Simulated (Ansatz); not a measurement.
Be₂Se₂, relaxed as a singlet with RKS r2SCAN-D4/def2-TZVP in Ansatz, starting from the GFN1-xTB geometry. Force threshold 0.02 eV/Å.

The restricted singlet is unstable towards broken spin symmetry in Hartree–Fock (as tested in another run); at r2SCAN-D4/def2-TZVP this wasn't settled. Another isomer (singlet) lies 4.41 eV lower at PBE0-D4/def2-TZVP; other spin states weren't run for this one.

Start:

| atom | x (Å) | y (Å) | z (Å) |
| --- | --- | --- | --- |
| Be1 | 0.352 | 1.217 | -0.908 |
| Be2 | 0.393 | -0.931 | 1.187 |
| Se3 | 0.203 | -0.887 | -0.913 |
| Se4 | -0.948 | 0.600 | 0.633 |

| step | energy (eV) | largest force component (eV/Å) | SCF passes |
| --- | --- | --- | --- |
| 1 | -131499.7301 | 1.003 | 22 |
| 2 | -131499.8015 | 0.324 | 28 |
| 3 | -131499.8145 | 0.025 | 26 |
| 4 | -131499.8154 | 0.021 | 26 |
| 5 | -131499.8163 | 0.013 | 23 |

Force components are those of the run's own axes.

End:

```tsv
atom	x (Å)	y (Å)	z (Å)
Be1	0.337	1.288	-0.988
Be2	0.379	-1.013	1.256
Se3	0.226	-0.892	-0.919
Se4	-0.942	0.617	0.650
```

By distances, no bond broke or formed. The bond that changes most is Be1–Se4, from 2.11 to 2.18 Å (atoms count from 1).

No frequencies were taken in this run, so the end may be a saddle point.

Hardware: 4 threads of Arm Neoverse V2 on a shared host. Wall time 8 s.
